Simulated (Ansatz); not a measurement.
Total energies of cyclo-(Cl2GeS)4 (Ge4S4Cl8) from Ansatz at PBE0-D4/def2-TZVP, gas phase (1 Eh = 27.2114 eV = 2625.5 kJ/mol). The reference geometry is relaxed at PBE-D4/def2-SVP.

Cartesian coordinates in Å:
```
Ge 1.563 0.673 1.874
Cl 2.819 0.749 3.626
Cl 0.132 2.287 1.975
S 3.036 0.961 0.212
Ge 1.754 0.850 -1.621
Cl 3.192 1.101 -3.209
Cl 0.328 2.469 -1.715
S 0.813 -1.165 -1.888
Ge -1.389 -0.766 -1.869
Cl -2.051 0.404 -3.554
Cl -2.183 -2.763 -2.058
S -2.219 0.334 -0.106
Ge -1.583 -0.933 1.625
Cl -2.421 0.081 3.333
Cl -2.395 -2.930 1.545
S 0.605 -1.351 1.832
```

```json
{"state": "charge 0 singlet", "geometry": "reference", "energy (Eh)": "-13580.40919"}
{"state": "charge 1 doublet", "geometry": "reference", "energy (Eh)": "-13580.05313"}
{"state": "charge 1 doublet", "geometry": "relaxed at PBE-D4/def2-SVP", "energy (Eh)": "-13580.08337"}
{"state": "free Ge atom (triplet)", "geometry": "–", "energy (Eh)": "-2076.65516"}
{"state": "free Cl atom (doublet)", "geometry": "–", "energy (Eh)": "-459.99739"}
{"state": "free S atom (triplet)", "geometry": "–", "energy (Eh)": "-397.97371"}
```

Single mean-field runs in def2-TZVP are fitted with def2-universal-jkfit.

Question: Work out the vertical ionisation energy to the doublet.

Answer: E(charge 1 doublet) − E(charge 0 singlet) = -13580.05313 − (-13580.40919) = 0.35606 Eh = 9.69 eV. For comparison, −ε of the highest occupied level is 8.37 eV at this level, 1.32 eV less.

Question: How much does the charge 1 doublet relax, and what is the adiabatic ionisation energy?

Answer: Relaxation: -13580.05313 − (-13580.08337) = 0.03024 Eh = 0.82 eV. Adiabatic ionisation energy: 0.32582 Eh = 8.87 eV, without zero-point energy. 

Question: What is the binding energy per atom against free atoms?

Answer: Atoms: 4 × (-2076.65516) + 8 × (-459.99739) + 4 × (-397.97371) = -13578.49460 Eh. Binding: -13578.49460 − (-13580.40919) = 1.91459 Eh = 52.10 eV, or 3.26 eV for each of 16 atoms (no zero-point energy, no counterpoise term).
